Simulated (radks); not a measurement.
Spin polarisation of the 6p3 shell in neutral bismuth. Start: [Hg] 6p(up 1.5, down 1.5); electrons of 6p are moved from spin down to spin up, other shells keep equal spins. All-electron calculation, non-relativistic Kohn-Sham, TPSS, spin-polarised, spherical densities, point nucleus; meta-GGA in the generalised Kohn-Sham scheme. Program: a radial shooting solver on a logarithmic mesh with Libxc functionals.

| moment (Bohr magnetons) | E - E(0) (eV) | e(6p up) (eV) | e(6p down) (eV) | 6s down minus up (eV) |
|---|---|---|---|---|
| 0 | 0.000 | -4.761 | -4.761 | 0.000 |
| 0.75 | -0.090 | -4.982 | -4.500 | 0.486 |
| 1.5 | -0.363 | -5.168 | -4.191 | 0.986 |
| 2.25 | -0.826 | -5.321 | -3.831 | 1.517 |
| 3 | -1.472 | -5.423 | -3.499 | 2.041 |

At moment 3 the spin-polarisation energy is -1.472 eV and the 6p exchange splitting 1.924 eV, that is 0.641 eV per Bohr magneton; E = -I m^2/4 would give I = 0.654 eV.
